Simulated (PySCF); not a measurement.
Can point charges reproduce the dipole moment of `C=Cc1cc(C)ccc1O`?

Coordinates (GFN2-xTB, Å) and charges (e) from the PBE0/pcSseg-1 density (PySCF):

```csv
atom,x,y,z,Mulliken,IAO,Hirshfeld,ESP-fitted
C1,2.581,-1.569,0.602,-0.1249,-0.3080,-0.0950,-0.4243
C2,2.254,-0.347,0.202,-0.1747,-0.1485,-0.0497,-0.1214
C3,0.887,0.165,0.099,-0.2378,-0.0636,-0.0299,-0.0167
C4,-0.170,-0.683,-0.231,+0.0612,-0.1509,-0.0536,-0.3440
C5,-1.471,-0.227,-0.357,-0.3432,-0.0029,-0.0042,+0.3268
C6,-2.581,-1.162,-0.733,-0.1206,-0.4242,-0.1171,-0.5374
C7,-1.720,1.125,-0.152,-0.0019,-0.1510,-0.0510,-0.3119
C8,-0.696,1.989,0.176,-0.0783,-0.1862,-0.0714,-0.2774
C9,0.607,1.523,0.309,+0.2250,+0.2079,+0.0716,+0.3080
O10,1.558,2.428,0.670,-0.3786,-0.4746,-0.1851,-0.5553
H11,1.839,-2.282,0.918,+0.1232,+0.1501,+0.0477,+0.1924
H12,3.606,-1.896,0.639,+0.1183,+0.1555,+0.0494,+0.1828
H13,3.048,0.334,-0.088,+0.1068,+0.1337,+0.0437,+0.1292
H14,0.046,-1.725,-0.415,+0.0644,+0.1444,+0.0446,+0.1992
H15,-2.347,-2.182,-0.439,+0.1147,+0.1459,+0.0448,+0.1438
H16,-2.736,-1.148,-1.813,+0.1347,+0.1524,+0.0441,+0.1486
H17,-3.513,-0.863,-0.258,+0.1198,+0.1476,+0.0453,+0.1482
H18,-2.727,1.505,-0.247,+0.0656,+0.1493,+0.0499,+0.1872
H19,-0.882,3.039,0.344,+0.0959,+0.1629,+0.0502,+0.2050
H20,2.410,1.988,0.771,+0.2306,+0.3603,+0.1655,+0.4173
```

Form Σ q r in debye for every column and set it beside the full dipole.

The full density gives (0.50, -1.22, -0.12) D, 1.33 D in size; dipole vectors point from the negative to the positive end.

```csv
scheme,μx,μy,μz,size (D),share of the full size (%),angle to the full dipole (°)
Mulliken,-1.45,-2.79,-0.55,3.19,241,49
IAO,0.03,-1.35,-0.26,1.38,104,21
Hirshfeld,0.29,-0.48,-0.02,0.57,43,10
ESP-fitted,0.47,-1.23,-0.14,1.33,100,1
```

Which set comes closest?

Length of the difference vector: ESP-fitted 0.03 D, IAO 0.51 D, Hirshfeld 0.78 D, Mulliken 2.53 D. Closest: ESP-fitted. 

What is left for the Hirshfeld atoms' own dipoles?

The shares of the density sum to the whole, so what Σ q r misses lies in dipoles about the nuclei. The atomic dipoles sum to (0.50, -1.22, -0.12) − (0.29, -0.48, -0.02) = (0.21, -0.74, -0.10) D, 0.78 D in size.

With the origin at the mean of the coordinates, (0.000, 0.001, 0.000) Å, which are the largest single terms, by size, of the ESP-fitted dipole along the direction of the full one?

C1 -4.80, O10 +4.59, H19 -3.12, C8 +2.81, H12 +2.67 D; all 20 atoms together +1.33 D. The single terms depend on the origin, their sum doesn't.

Give the size of the full dipole in other units.

1.33 D = 0.522 au = 0.276 e·Å = 4.43 × 10⁻³⁰ C·m.

Isolated species at its GFN2-xTB geometry (one conformer only).

Conformer computed: `[CH2:1]=[CH:2][c:3]1[cH:4][c:5]([CH3:6])[cH:7][cH:8][c:9]1[OH:10]`: C1–C2–C3–C4 -32°, H–O10–C9–C8 177°.
